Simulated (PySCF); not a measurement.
Structure elucidation problem

The spectra below were simulated for a compound C$_{7}$H$_{7}$NSi.

¹H NMR (400 MHz, computed): δ 7.13 (m, 1H), 4.92 (m, 1H), 4.58 (m, 1H), 2.56 (m, 1H), 1.43 (d, 3H).

¹³C{¹H} NMR (computed): δ 162.4, 154.9, 111.6, 79.5, 79.2, 36.7, 19.4.

[PySCF 2.14: coordinates at the GFN2-xTB level; NMR shieldings at PBE0/pcSseg-1/GIAO; rapidly exchanging positions averaged; gas phase; a single conformation; non-relativistic Hamiltonian]

Chemical shifts δ = σref − σ; ¹H (σref 31.72), ¹³C (σref 186.93) vs TMS, all at this level.

**Question.** Deduce the structure.

**Answer.** 
The formula gives 6 degrees of unsaturation (1 ring in the answer). 7 carbon signals for 7 carbons: no two carbons are equivalent. Carbon types of the structure: 4 × C, 2 × CH, 1 × CH3, leaving 2 H on heteroatoms. δC 162.4: alkene CH; an sp2 carbon of a C=C bond. δC 154.9: fully substituted alkene carbon; the olefinic region. δC 111.6: nitrile carbon; this is the usual window of a C≡N carbon, which has no attached hydrogen. δC 79.5, 79.2: alkyne carbon; the triple bond shields along its axis, which puts it between sp3 and sp2 carbons. δC 19.4: methyl carbon; saturated and bonded to C and H only. δH 7.13: hydrogen on an alkene CH; olefinic region. δH 2.56: hydrogen on an allylic sp3 CH bonded to Si; allylic position.

The compound is `C[C@H]1[SiH2]C=C1C#CC#N`.

This is the structure that produced the data.

Shifts are as computed. Against solution values, carbons near 30 ppm lie about +3 ppm off and those near 130 ppm about +5 ppm. Of 1211 compounds with measured shifts, 218 miss one by over three times the rms of a fit or turn the order of signals round; such compounds aren't used in these exercises. Multiplicities follow the n + 1 count of equivalent neighbours, as no J values were calculated; m marks all less simple cases, F and P coupling included.
